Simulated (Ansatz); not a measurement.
The cluster Sn₂O₄, relaxed as a singlet with RKS r2SCAN-D4/def2-SVP in Ansatz, starting from the GFN2-xTB geometry. Force threshold 0.02 eV/Å.

In the def2 sets Sn takes a core potential; there is no spin–orbit coupling. The structure comes from a short search, and lower isomers may exist.

Start:

| atom | x (Å) | y (Å) | z (Å) |
| --- | --- | --- | --- |
| Sn1 | -0.734 | -0.707 | -1.645 |
| Sn2 | 1.497 | -0.692 | 1.266 |
| O3 | -0.419 | 1.287 | -0.891 |
| O4 | -0.994 | 0.850 | 0.326 |
| O5 | -0.058 | 0.760 | 1.339 |
| O6 | 0.708 | -1.498 | -0.395 |

Problem. Estimate the energy that the relaxation releases and the steps that it takes.

Solution. 0.29 eV, in 14 steps; 19 s on 4 threads of Arm Neoverse V2 on a shared host. No frequencies were taken in this run, so the end may be a saddle point.

Problem. Does the start keep its bonding and symmetry?

Solution. Bonds formed: Sn2–O3 (atoms count from 1). The end is the same structure that another start reached, the lowest one found.

Problem. Predict the relaxed structure.

Solution. 
Cartesian coordinates in Å:
```
Sn -0.820 -0.730 -1.480
Sn 1.478 -0.220 0.809
O 0.142 1.105 -0.695
O -0.994 0.896 0.280
O -0.408 0.547 1.493
O 0.602 -1.598 -0.407
```
Bond lengths (bridged metal pairs left out): 6 × O–Sn 1.98 to 2.41 Å; 2 × O–O 1.39 to 1.51 Å.
